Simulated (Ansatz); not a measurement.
Relaxation of AlH6NO2 (10 atoms, charge 0, multiplicity 1), to a largest force component of 0.03 eV/Å in at most 50 steps.

The calculation used Ansatz, RKS r2SCANh/def2-SVP.

```xyz
10
Properties=species:S:1:pos:R:3
Al -0.425 -0.434 -0.164
N -0.205 1.373 -0.543
O 0.315 -1.681 -1.040
O -1.463 -0.803 1.126
H 1.370 0.733 1.047
H 1.738 0.316 1.481
H -0.774 2.092 -0.111
H 0.323 1.753 -1.319
H 0.789 -1.650 -1.872
H -1.669 -1.700 1.395
```

Where does it end, and by what steps?

The forces met the threshold. The force dipped under the threshold on the way, but the program's further checks kept it going. After 12 steps the energy has fallen by 0.204 eV; H6 moved furthest, 0.52 Å.

| step | energy less start (eV) | largest force component (eV/Å) | accepted |
| --- | --- | --- | --- |
| 0 | 0.0000 | 1.848 | yes |
| 1 | -0.1676 | 1.015 | yes |
| 2 | -0.1908 | 0.391 | yes |
| 3 | -0.1954 | 0.164 | yes |
| 4 | -0.1973 | 0.029 | yes |
| 5 | -0.1982 | 0.029 | yes |
| 6 | -0.1949 | 0.563 | no |
| 7 | -0.2002 | 0.125 | yes |
| 8 | -0.2016 | 0.228 | yes |
| 9 | -0.2031 | 0.171 | yes |
| 10 | -0.2037 | 0.052 | yes |
| 11 | -0.2039 | 0.025 | yes |
| 12 | -0.2043 | 0.012 | yes |

```xyz
10
Properties=species:S:1:pos:R:3
Al -0.361 -0.299 -0.137
N -0.345 1.388 -0.670
O 0.438 -1.562 -0.949
O -1.361 -0.687 1.180
H 1.440 0.537 1.136
H 1.540 -0.160 1.426
H -0.913 2.110 -0.242
H 0.162 1.774 -1.455
H 0.926 -1.522 -1.770
H -1.526 -1.580 1.480
```

Whether the end is a true minimum wasn't checked by a vibrational analysis.

Run time: 34 s on 2 threads of Intel(R) Xeon(R) Platinum 8259CL CPU @ 2.50GHz (Skylake/Cascade Lake) (shared host), peak memory 0.21 GiB.
